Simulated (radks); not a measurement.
The table gives one normalised radial function P(r) = r R(r) of S+ in [Ne] 3s2 3p3 (r in bohr). All-electron calculation, non-relativistic Kohn-Sham, XLYP, spin-polarised, spherical densities, point nucleus; open shells are filled with parallel spins first. Program: a radial shooting solver on a logarithmic mesh with Libxc functionals.

r         P
0.005097   0.0523
0.006531   0.0655
0.008303   0.0808
0.01064    0.0997
0.01353    0.1207
0.01733    0.1450
0.02204    0.1699
0.02824    0.1950
0.0359     0.2153
0.046      0.2269
0.05848    0.2220
0.07494    0.1918
0.09526    0.1306
0.1221     0.0297
0.1552    -0.0998
0.1989    -0.2477
0.2528    -0.3697
0.324     -0.4241
0.4118    -0.3618
0.5278    -0.1571
0.6709     0.1508
0.8597     0.4998
1.093      0.7587
1.401      0.8530
1.78       0.7584
2.282      0.5372
2.9        0.3078
3.717      0.1334
4.725      0.0425
6.055      0.0085

Which n and l does it have? It may be an empty orbital.

Answer. n = 3, l = 0: the number of nodes gives n - l - 1 = 2, the rise at small r (about r^(l+1)) gives l, and the extent must fit the shell. The curve is that of 3s down; the table hardly tells the two spins apart. 3s down: eigenvalue -25.436 eV, 2 radial nodes at r = 0.130, 0.601 bohr, <r> = 1.65 bohr, 90 % of the charge inside 2.51 bohr.
